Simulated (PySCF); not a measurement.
CH₇FO₂Si₂. Atoms are numbered in the order given.

```xyz
13

O      1.6023     1.3316     1.0458
Si     0.6528     0.4761    -0.0071
O      1.2883    -1.0371    -0.1405
F      0.7336     1.2506    -1.4397
C     -1.1280     0.3019     0.4647
Si    -1.9020    -1.3811     0.0643
H      1.6022     2.2928     0.9706
H      2.2453    -1.1204    -0.2249
H     -1.2294     0.4768     1.5492
H     -1.7087     1.0888    -0.0456
H     -1.3144    -2.4451     0.9228
H     -3.3720    -1.3215     0.3242
H     -1.6936    -1.7238    -1.3707
```

Geometry: B3LYP-D3(BJ)/def2-SVP. The structure was generated by enumeration, and PubChem lists no compound with its InChIKey, so it may never have been made. Other conformers were not sampled.

Calculation: TDDFT-PBE/def2-SVPD in PySCF.

Vertical excitations. Gas-phase values at a fixed geometry.

**Question.** Give excitation energies, oscillator strengths and character. (Estimate from the structure and the level; the computed values follow.)

**Answer.** 
```json
[
 {"state": "S1", "energy (eV)": "6.68", "λ (nm)": "185", "f": "0.040", "main pairs": "HOMO→LUMO 99 %"},
 {"state": "S2", "energy (eV)": "7.12", "λ (nm)": "174", "f": "0.003", "main pairs": "HOMO−1→LUMO 99 %"},
 {"state": "S3", "energy (eV)": "7.22", "λ (nm)": "172", "f": "0.014", "main pairs": "HOMO−2→LUMO 98 %"},
 {"state": "S4", "energy (eV)": "7.33", "λ (nm)": "169", "f": "0.005", "main pairs": "HOMO−3→LUMO 99 %"},
 {"state": "S5", "energy (eV)": "7.46", "λ (nm)": "166", "f": "0.065", "main pairs": "HOMO→LUMO+1 94 %"},
 {"state": "S6", "energy (eV)": "7.56", "λ (nm)": "164", "f": "0.027", "main pairs": "HOMO−4→LUMO 87 %"},
 {"state": "S7", "energy (eV)": "7.69", "λ (nm)": "161", "f": "0.028", "main pairs": "HOMO→LUMO+2 80 %"},
 {"state": "S8", "energy (eV)": "7.88", "λ (nm)": "157", "f": "0.004", "main pairs": "HOMO−1→LUMO+1 97 %"},
 {"state": "S9", "energy (eV)": "7.98", "λ (nm)": "155", "f": "0.028", "main pairs": "HOMO−2→LUMO+1 72 %, HOMO→LUMO+3 24 %"},
 {"state": "S10", "energy (eV)": "7.99", "λ (nm)": "155", "f": "0.027", "main pairs": "HOMO→LUMO+3 67 %, HOMO−2→LUMO+1 25 %"},
 {"state": "T1", "energy (eV)": "6.51", "λ (nm)": "190", "f": "0", "main pairs": "HOMO→LUMO 99 %"},
 {"state": "T2", "energy (eV)": "7.00", "λ (nm)": "177", "f": "0", "main pairs": "HOMO−1→LUMO 97 %"},
 {"state": "T3", "energy (eV)": "7.11", "λ (nm)": "174", "f": "0", "main pairs": "HOMO−2→LUMO 96 %"},
 {"state": "T4", "energy (eV)": "7.20", "λ (nm)": "172", "f": "0", "main pairs": "HOMO−3→LUMO 88 %"}
]
```
Triplets are in the Tamm–Dancoff approximation, which puts them higher than full response would, so one can lie above its singlet here.
